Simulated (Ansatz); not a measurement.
Level of theory: B3LYP-D3(BJ)/def2-SVP (Ansatz, an electronic-structure program). No frequencies were computed at this level.

Ansatz 0.2 input:
```yaml
crystal:
  periodic: [false, false, false]
  atoms:
    - { symbol: C, position_ang: [-0.897005, -1.764895, 0.946295] }
    - { symbol: Sn, position_ang: [-0.000084, 0.000045, 0.000355] }
    - { symbol: C, position_ang: [2.08673, -0.43281, -0.5219] }
    - { symbol: C, position_ang: [-1.120878, 0.503799, -1.817755] }
    - { symbol: C, position_ang: [-0.068876, 1.694159, 1.39336] }
    - { symbol: H, position_ang: [-0.344377, -2.039257, 1.83734] }
    - { symbol: H, position_ang: [-0.887109, -2.606816, 0.263896] }
    - { symbol: H, position_ang: [-1.924019, -1.563892, 1.227999] }
    - { symbol: H, position_ang: [2.539974, 0.42002, -1.013592] }
    - { symbol: H, position_ang: [2.14117, -1.283461, -1.191201] }
    - { symbol: H, position_ang: [2.660707, -0.660103, 0.368876] }
    - { symbol: H, position_ang: [-0.710162, 1.392188, -2.283265] }
    - { symbol: H, position_ang: [-2.161985, 0.690697, -1.581551] }
    - { symbol: H, position_ang: [-1.072117, -0.310745, -2.531017] }
    - { symbol: H, position_ang: [0.439942, 1.446208, 2.317519] }
    - { symbol: H, position_ang: [-1.09524, 1.952903, 1.62587] }
    - { symbol: H, position_ang: [0.413328, 2.56196, 0.958772] }
basis:
  gaussian: { orbitals: def2-svp }
hamiltonian:
  xc: b3lyp
  dispersion: d3bj
relax:
  max_steps: 150
```

Output:

```
Functional definition: B3LYP
1681 factors; integrals over basis functions are off by at most 3.5e-4 eV
mean field evaluation 1: about -10155.2480 eV, gradient 8.7e1 eV
mean field evaluation 2: about -10145.7523 eV, gradient 1.0e2 eV
mean field evaluation 4: about -10174.1692 eV, gradient 1.7e0 eV
mean field evaluation 8: about -10174.1943 eV, gradient 3.5e-2 eV
mean field -10174.19432680 eV, -373.8947451933 hartree, gradient 2.1e-5 eV, S^2 0.000000; 0 other end points of the search recorded, 0 dependent functions left out
reference -10174.19461968 eV, -373.8947559564 hartree; 29, 29 occupied and 113, 113 virtual orbitals, 1681 factors
relax step   1: F+E_penalty+E_count = -10174.81127610 eV  Δ(F+E_penalty+E_count) = +0.000e0 eV  max|allowed force component| = 6.512e-1 eV/Å  Δτ_max = 0.0000 Å  (24 SCF iters, accepted)
these checks for a lower state are left out or cut short: starts, cluster_reference, orbital_swaps, neighbouring_geometries, increment
1681 factors; integrals over basis functions are off by at most 3.7e-4 eV
mean field evaluation 16: about -10174.2298 eV, gradient 1.6e-2 eV
mean field -10174.24769128 eV, -373.8967063017 hartree, gradient 2.1e-5 eV, S^2 0.000000; 0 other end points of the search recorded, 0 dependent functions left out
reference -10174.24798166 eV, -373.8967169728 hartree; 29, 29 occupied and 113, 113 virtual orbitals, 1681 factors
relax step   2: F+E_penalty+E_count = -10174.87323511 eV  Δ(F+E_penalty+E_count) = -6.196e-2 eV  max|allowed force component| = 1.351e-1 eV/Å  Δτ_max = 0.0383 Å  (26 SCF iters, accepted)
these checks for a lower state are left out or cut short: starts, cluster_reference, orbital_swaps, neighbouring_geometries, increment
1681 factors; integrals over basis functions are off by at most 3.7e-4 eV
mean field -10174.25624933 eV, -373.8970208042 hartree, gradient 8.2e-5 eV, S^2 0.000000; 0 other end points of the search recorded, 0 dependent functions left out
reference -10174.25654000 eV, -373.8970314863 hartree; 29, 29 occupied and 113, 113 virtual orbitals, 1681 factors
relax step   3: F+E_penalty+E_count = -10174.87844862 eV  Δ(F+E_penalty+E_count) = -5.214e-3 eV  max|allowed force component| = 1.055e-1 eV/Å  Δτ_max = 0.0187 Å  (24 SCF iters, accepted)
these checks for a lower state are left out or cut short: starts, cluster_reference, orbital_swaps, neighbouring_geometries, increment
1681 factors; integrals over basis functions are off by at most 3.7e-4 eV
mean field evaluation 32: about -10174.2574 eV, gradient 2.0e-5 eV
mean field -10174.25742365 eV, -373.8970639597 hartree, gradient 2.0e-5 eV, S^2 0.000000; 0 other end points of the search recorded, 0 dependent functions left out
reference -10174.25771448 eV, -373.8970746476 hartree; 29, 29 occupied and 113, 113 virtual orbitals, 1681 factors
relax step   4: F+E_penalty+E_count = -10174.87963244 eV  Δ(F+E_penalty+E_count) = -1.184e-3 eV  max|allowed force component| = 1.184e-2 eV/Å  Δτ_max = 0.0059 Å  (21 SCF iters, accepted)
these checks for a lower state are left out or cut short: starts, cluster_reference, orbital_swaps, neighbouring_geometries, increment
1681 factors; integrals over basis functions are off by at most 3.7e-4 eV
mean field -10174.25765707 eV, -373.8970725378 hartree, gradient 1.1e-5 eV, S^2 0.000000; 0 other end points of the search recorded, 0 dependent functions left out
reference -10174.25794797 eV, -373.8970832280 hartree; 29, 29 occupied and 113, 113 virtual orbitals, 1681 factors
relax step   5: F+E_penalty+E_count = -10174.87968142 eV  Δ(F+E_penalty+E_count) = -4.898e-5 eV  max|allowed force component| = 5.671e-4 eV/Å  Δτ_max = 0.0058 Å  (21 SCF iters, accepted)
1681 factors; integrals over basis functions are off by at most 3.7e-4 eV
mean field -10174.25765707 eV, -373.8970725378 hartree, gradient 1.1e-5 eV, S^2 0.000000; 1 other end points of the search recorded, 0 dependent functions left out
reference -10174.25794797 eV, -373.8970832280 hartree; 29, 29 occupied and 113, 113 virtual orbitals, 1681 factors
Total energy: -10174.87997232 eV, -373.9199422014 hartree
Atom 0 at    -0.890455    -1.748679     0.938271 Å, force     0.000002    -0.000013    -0.000023 eV/Å
Atom 1 at    -0.000001     0.000009     0.000004 Å, force    -0.000012    -0.000130     0.000051 eV/Å
Atom 2 at     2.068791    -0.429021    -0.516887 Å, force     0.000032    -0.000018     0.000033 eV/Å
Atom 3 at    -1.109358     0.499234    -1.803113 Å, force     0.000008     0.000087    -0.000052 eV/Å
Atom 4 at    -0.068982     1.678467     1.381731 Å, force    -0.000025     0.000090    -0.000019 eV/Å
Atom 5 at    -0.333771    -2.017330     1.848562 Å, force    -0.000203     0.000092     0.000095 eV/Å
Atom 6 at    -0.869166    -2.604250     0.246719 Å, force     0.000137    -0.000023     0.000142 eV/Å
Atom 7 at    -1.936037    -1.542954     1.212366 Å, force    -0.000027    -0.000081    -0.000208 eV/Å
Atom 8 at     2.528976     0.444540    -1.002501 Å, force     0.000095     0.000021     0.000300 eV/Å
Atom 9 at     2.119221    -1.283728    -1.207995 Å, force     0.000039     0.000216    -0.000175 eV/Å
Atom 10 at     2.644754    -0.673204     0.388284 Å, force    -0.000034    -0.000273    -0.000083 eV/Å
Atom 11 at    -0.677214     1.390882    -2.281557 Å, force     0.000170    -0.000263    -0.000252 eV/Å
Atom 12 at    -2.161797     0.706104    -1.557594 Å, force     0.000144     0.000347    -0.000052 eV/Å
Atom 13 at    -1.071829    -0.337071    -2.517171 Å, force    -0.000271    -0.000071     0.000125 eV/Å
Atom 14 at     0.471799     1.431908     2.307723 Å, force     0.000399     0.000233    -0.000248 eV/Å
Atom 15 at    -1.111942     1.919648     1.636213 Å, force     0.000113    -0.000317     0.000455 eV/Å
Atom 16 at     0.397009     2.565444     0.926948 Å, force    -0.000567     0.000104    -0.000090 eV/Å
Dipole moment:     0.000001     0.000011    -0.000000 e Å
```

Cost: about 50 core-seconds (a rough figure).
